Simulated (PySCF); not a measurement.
SMILES C[Si](C)(C)[CH2][GeH3] (C4H14GeSi), singlet (GFN2-xTB optimised geometry):

```
20

Si    -1.276    -0.225    -1.512
C     -2.072     1.487    -1.254
C     -1.771    -1.387    -0.083
C     -1.847    -0.964    -3.176
C      0.628    -0.044    -1.532
Ge     1.347     0.947     0.000
H     -3.155     1.437    -1.304
H     -1.741     2.194    -2.009
H     -1.803     1.894    -0.283
H     -1.354    -2.381    -0.218
H     -2.849    -1.491    -0.011
H     -1.411    -1.007     0.869
H     -1.596    -0.313    -4.008
H     -2.923    -1.108    -3.187
H     -1.386    -1.928    -3.364
H      1.087    -1.031    -1.550
H      0.942     0.463    -2.443
H      0.921     0.366     1.311
H      2.849     0.947     0.000
H      0.923     2.381     0.000
```

Calculation: PBE0/def2-SVP in PySCF.

Problem. What are the frontier orbital energies and the dipole moment?

Solution. HOMO-2 -8.40 eV, HOMO-1 -8.31 eV, HOMO -8.00 eV, LUMO 1.19 eV, LUMO+1 1.74 eV; dipole moment 0.92 D.

On the same geometry PySCF 2.14.0 with PBE/def2-SVP gives HOMO-2 -7.05 eV, HOMO-1 -6.98 eV, HOMO -6.74 eV, LUMO 0.39 eV, LUMO+1 0.89 eV; dipole moment 0.95 D.

Meta-Löwdin charges at PBE0/def2-SVP: Si1 0.88, C2 -0.56, C3 -0.56, C4 -0.55, C5 -0.61, Ge6 0.35, H7 0.11, H8 0.11, H9 0.11, H10 0.11, H11 0.11, H12 0.11, H13 0.11, H14 0.11, H15 0.11, H16 0.12, H17 0.12, H18 -0.07, H19 -0.07, H20 -0.07.
